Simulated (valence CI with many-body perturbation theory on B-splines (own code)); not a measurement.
Energy levels of Mn III

Calculated by configuration interaction combined with many-body perturbation theory (CI+MBPT): five valence electrons over a frozen Dirac-Fock core [Ar], radial functions for each j: 7 s, 7 p, 8 d, 6 f, 4 g, 1 h, with the one-electron correlation potential Σ1, the two-electron term Σ2, the three-electron term Σ3, Breit, model QED; selected CI, second order for the rest, scaled by the run's own slope (own B-spline code, finite nucleus).

Set against measurement, 66 paired levels are off by 3392 cm⁻¹ on average, the worst by 6534. These come from a selection out of Corliss and Sugar, J. Phys. Chem. Ref. Data 6, 1253 (1977). Levels without a partner in it may be off by more, other configurations by 1,000 to 8,000 cm⁻¹. Among the levels kept, up to 2300 cm⁻¹ of a level comes from second order outside the variational space, and about a tenth of that is noise between levels of different J, which matters for small intervals.

Levels 181 to 218 of 218, with energies above the lowest level, 3d⁵ ⁶S_5/2. "Leading %" is the weight of the configuration and term that name the level; weights of strongly mixed levels are sums over their largest components and can fall short. In the jj column 3d3/2^4 stands for four electrons in 3d with j = 3/2. Lifetimes count E1, E2, E3, M1 and M2 decay at the calculated energies, and are blank where another channel may lead or the interval is too uncertain; long ones can be off by a factor of two.

| No. | Configuration | Term | J | E (cm⁻¹) | Leading % | Lifetime | Second component | Leading jj |
| --- | --- | --- | --- | --- | --- | --- | --- | --- |
| 181 | 3d⁴4p | ²G° | 9/2 | 132859 | 64 | 1.10 ns | 14 % 3d⁴4p ⁴G° | 3d3/2^2 3d5/2^2 4p3/2 (25 %) |
| 182 | 3d⁴4p | ⁴G° | 5/2 | 132963 | 55 | 1.22 ns | 35 % 3d⁴4p ²F° | 3d3/2^2 3d5/2^2 4p3/2 (41 %) |
| 183 | 3d⁴4p | ⁴G° | 7/2 | 133187 | 82 | 1.24 ns | 5 % 3d⁴4p ²G° | 3d3/2^2 3d5/2^2 4p3/2 (40 %) |
| 184 | 3d⁴4p | ²F° | 5/2 | 133206 | 58 | 1.16 ns | 31 % 3d⁴4p ⁴G° | 3d3/2 3d5/2^3 4p3/2 (30 %) |
| 185 | 3d⁴4p | ⁴G° | 9/2 | 133426 | 68 | 1.25 ns | 9 % 3d⁴4p ²H° | 3d3/2^2 3d5/2^2 4p3/2 (32 %) |
| 186 | 3d⁴4p | ²F° | 7/2 | 133467 | 89 | 1.12 ns |  | 3d3/2 3d5/2^3 4p3/2 (29 %) |
| 187 | 3d⁴4p | ⁴G° | 11/2 | 133607 | 73 | 1.32 ns | 18 % 3d⁴4p ²H° | 3d3/2 3d5/2^3 4p3/2 (61 %) |
| 188 | 3d⁴4p | ²G° | 7/2 | 135875 | 91 | 1.09 ns |  | 3d3/2^2 3d5/2^2 4p3/2 (28 %) |
| 189 | 3d⁴4p | ²G° | 9/2 | 135973 | 94 | 1.13 ns |  | 3d3/2^2 3d5/2^2 4p3/2 (34 %) |
| 190 | 3d⁴4p | ²I° | 13/2 | 136393 | 71 | 948 ps | 25 % 3d⁴4p ²K° | 3d3/2 3d5/2^3 4p1/2 (44 %) |
| 191 | 3d⁴4p | ²I° | 11/2 | 136492 | 94 | 807 ps |  | 3d3/2^2 3d5/2^2 4p3/2 (28 %) |
| 192 | 3d⁴4p | ⁴D° | 1/2 | 136878 | 93 | 1.25 ns |  | 3d3/2 3d5/2^3 4p1/2 (31 %) |
| 193 | 3d⁴4p | ⁴D° | 3/2 | 136905 | 89 | 1.24 ns |  | 3d3/2^2 3d5/2^2 4p1/2 (20 %) |
| 194 | 3d⁴4p | ⁴D° | 5/2 | 136964 | 86 | 1.22 ns | 4 % 3d⁴4p ⁴P° | 3d3/2 3d5/2^3 4p1/2 (26 %) |
| 195 | 3d⁴4p | ²K° | 13/2 | 137054 | 71 | 1.50 ns | 25 % 3d⁴4p ²I° | 3d3/2^2 3d5/2^2 4p3/2 (47 %) |
| 196 | 3d⁴4p | ⁴D° | 7/2 | 137066 | 89 | 1.26 ns |  | 3d3/2 3d5/2^3 4p3/2 (28 %) |
| 197 | 3d⁴4p | ²K° | 15/2 | 137454 | 96 | 2.05 ns |  | 3d3/2^2 3d5/2^2 4p3/2 (54 %) |
| 198 | 3d⁴4p | ²F° | 7/2 | 137652 | 92 | 808 ps |  | 3d3/2^2 3d5/2^2 4p1/2 (24 %) |
| 199 | 3d⁴4p | ²H° | 9/2 | 137689 | 94 | 709 ps |  | 3d5/2^4 4p1/2 (20 %) |
| 200 | 3d⁴4p | ⁴P° | 5/2 | 137830 | 89 | 761 ps |  | 3d3/2^2 3d5/2^2 4p3/2 (23 %) |
| 201 | 3d⁴4p | ²H° | 11/2 | 137968 | 95 | 675 ps |  | 3d3/2^2 3d5/2^2 4p3/2 (47 %) |
| 202 | 3d⁴4p | ⁴F° | 3/2 | 138134 | 85 | 1.44 ns | 8 % 3d⁴4p ⁴P° | 3d3/2 3d5/2^3 4p1/2 (31 %) |
| 203 | 3d⁴4p | ²F° | 5/2 | 138196 | 80 | 872 ps | 10 % 3d⁴4p ⁴F° | 3d5/2^4 4p3/2 (27 %) |
| 204 | 3d⁴4p | ⁴P° | 3/2 | 138263 | 83 | 787 ps | 7 % 3d⁴4p ⁴F° | 3d3/2^2 3d5/2^2 4p3/2 (35 %) |
| 205 | 3d⁴4p | ⁴F° | 5/2 | 138300 | 76 | 1.32 ns | 13 % 3d⁴4p ²F° | 3d3/2^2 3d5/2^2 4p3/2 (34 %) |
| 206 | 3d⁴4p | ⁴F° | 7/2 | 138403 | 90 | 1.52 ns | 5 % 3d⁴4p ⁴D° | 3d3/2^2 3d5/2^2 4p3/2 (26 %) |
| 207 | 3d⁴4p | ⁴P° | 1/2 | 138488 | 94 | 740 ps |  | 3d3/2 3d5/2^3 4p3/2 (48 %) |
| 208 | 3d⁴4s | ²D | 5/2 | 138493 | 96 | 186 μs |  | 3d3/2^2 3d5/2^2 4s (60 %) |
| 209 | 3d⁴4s | ²D | 3/2 | 138517 | 96 | 149 μs |  | 3d3/2^2 3d5/2^2 4s (60 %) |
| 210 | 3d⁴4p | ⁴F° | 9/2 | 138531 | 95 | 1.54 ns |  | 3d3/2 3d5/2^3 4p3/2 (47 %) |
| 211 | 3d⁴4p | ²P° | 1/2 | 139018 | 93 | 1.47 ns |  | 3d3/2 3d5/2^3 4p1/2 (28 %) |
| 212 | 3d⁴4p | ²P° | 3/2 | 139180 | 93 | 1.48 ns |  | 3d3/2 3d5/2^3 4p3/2 (41 %) |
| 213 | 3d⁴4p | ²G° | 7/2 | 139917 | 93 | 743 ps |  | 3d3/2^2 3d5/2^2 4p3/2 (33 %) |
| 214 | 3d⁴4p | ²G° | 9/2 | 140058 | 94 | 735 ps |  | 3d3/2 3d5/2^3 4p3/2 (23 %) |
| 215 | 3d⁴4p | ²H° | 11/2 | 140470 | 94 | 716 ps |  | 3d3/2 3d5/2^3 4p3/2 (25 %) |
| 216 | 3d⁴4p | ²H° | 9/2 | 140754 | 94 | 680 ps |  | 3d3/2^2 3d5/2^2 4p3/2 (50 %) |
| 217 | 3d⁴4p | ²F° | 7/2 | 141622 | 93 | 1.19 ns |  | 3d3/2 3d5/2^3 4p3/2 (26 %) |
| 218 | 3d⁴4p | ²F° | 5/2 | 141836 | 94 | 1.19 ns |  | 3d3/2^2 3d5/2^2 4p3/2 (36 %) |

Names give the largest LS component (configuration and term), which can be under half, so a name can repeat, a term be missing and a line seem to break the LS rules; names also repeat where a configuration has a term twice.

Where two levels of one J and parity lie close, their mixing, g and order are uncertain.
